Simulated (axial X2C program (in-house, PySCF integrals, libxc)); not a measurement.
# Potential curves of BTe, scalar-relativistic

All values were computed with an in-house relativistic program for diatomic molecules. Spin-free means the one-electron spin-free X2C Hamiltonian. Basis: Te dyall-cv3z [11s12p8d4f1g], B dyall-v3z [7s6p2d1f] (cores contracted in-house); Gaussian nuclei, density fitting, unrestricted open shells. Masses: Te 129.906 u, B 11.009 u.

State: M_S = 1/2, Λ = 0 (beyond evenly filled blocks: σα). Energies in cm⁻¹ from the fragments at the same level (Te + B). Fits are polynomials in 1 − R0/R over 0.85 to 1.23 times the lowest point R0.

| R (Å) | HF | r2SCAN0 | CCSD |
| --- | --- | --- | --- |
| 1.7026 | -8062 | -22749 |  |
| 1.7809 | -13768 | -28136 | -24404 |
| 1.8396 | -16216 | -30410 | -26669 |
| 1.8983 | -17455 | -31526 | -27786 |
| 1.9570 | -17742 | -31742 | -28021 |
| 2.0255 | -17156 | -31132 | -27470 |
| 2.0940 | -15844 | -29847 | -26309 |
| 2.1821 | -13500 | -27543 | -24308 |
| 2.2897 | -10358 | -24188 |  |
| 2.4463 |  | -19051 |  |

Correlated methods: 19 electrons correlated (number of frozen shells: Te 4 s, 3 p, 1 d; B 1 s), 225 virtual spin orbitals or spinors in MP2, 109 natural virtuals in coupled cluster.

One determinant describes the state; a PBE0 search over occupations chose it and may have missed a lower one. Dissociation energies refer to the lowest single-determinant-based atoms at the same level and basis. CCSD ran in a truncated set of natural virtual spinors with an MP2 remainder; without triples it tends to underbind. The determinant is spin-polarised beyond a pure state at some levels (its spin-free form has ⟨S²⟩ too high), which makes Re and μ there less reliable. The stretched end of a curve changes character and is left out. Spin-free De lacks the spin–orbit lowering of the heavy p-block atom, a tenth of an eV or more for 4p and 5p, up to an eV for 6p and one to two eV for 7p atoms, less what an open-shell molecule gains itself. Coupled cluster ran on the points near the minimum only. MP2 and coupled cluster on one determinant become unreliable at the stretched end.

Fit the HF curve near its minimum: give the equilibrium distance, the harmonic wavenumber and the well depth.

At HF, spin-free: Re = 1.948 Å, ωe ≈ 859 cm⁻¹, De = 2.20 eV to Te + B; Be follows as 0.438 cm⁻¹.

What are Re, ωe and De at the r2SCAN0 level?

At r2SCAN0, spin-free: Re = 1.944 Å, ωe ≈ 840 cm⁻¹, De = 3.94 eV to Te + B; Be follows as 0.44 cm⁻¹.

What are Re, ωe and De at the CCSD level?

At CCSD, spin-free: Re = 1.946 Å, ωe ≈ 821 cm⁻¹, De = 3.48 eV to Te + B; Be follows as 0.439 cm⁻¹.
